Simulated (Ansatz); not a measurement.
Reaction (substitution at a C–Al bond): `[CH3][Al]1[CH2]O[SiH2]1` + `OCF` → `COCF` + `[CH2]1O[SiH2][AlH]1`

Calculated with Ansatz (gas phase, PBE0-D4/def2-TZVP geometries, no zero-point term in ΔE). CCSD(T)/CBS is the MP2 limit (def2-TZVPP, def2-QZVPP) plus CCSD(T) − MP2 in def2-TZVPP, frozen cores. One conformer a species, not always the lowest.

| level | ΔE (kcal/mol) |
| --- | --- |
| MP2/def2-QZVPP | 22.8 |
| SCS-MP2/def2-QZVPP | 21.0 |

(1) What does CCSD(T)/CBS give? (Best estimate.)

Largest T1 diagnostic among the species: 0.013.

## Answers

(1) Ansatz gave: +21.6 kcal/mol. The listed levels differ from it by 1.2, -0.6 kcal/mol.

In def2-TZVPP, CCSD(T) changes the Hartree–Fock value by +3.3 kcal/mol (the triples alone add +0.3 kcal/mol) and MP2 by +4.9 kcal/mol.
